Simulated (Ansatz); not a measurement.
Job for Ansatz (an electronic-structure program): R-CCSD(T)/cc-pVDZ on H2O2 (SMILES OO).

Ansatz 0.2 input:
```yaml
crystal:
  periodic: [false, false, false]
  atoms:
    - {symbol: O, position_ang: [-0.19779731, 0.15801565, -0.72518293]}
    - {symbol: O, position_ang: [-0.19398073, 0.16264687, 0.72518991]}
    - {symbol: H, position_ang: [0.70388743, 0.46034713, -0.90596637]}
    - {symbol: H, position_ang: [-0.31210939, -0.78100966, 0.90595939]}
basis:
  gaussian:
    orbitals: cc-pVDZ
magnetization: {spin_polarized: false}
correlation: {method: ccsd_t, electrons: outside_noble_gas}
scf: {lower_state_search: off}
```

Q: Predict the final total energy.

A: -151.1938 hartree (reference determinant -150.7839, T1 diagnostic 0.009).
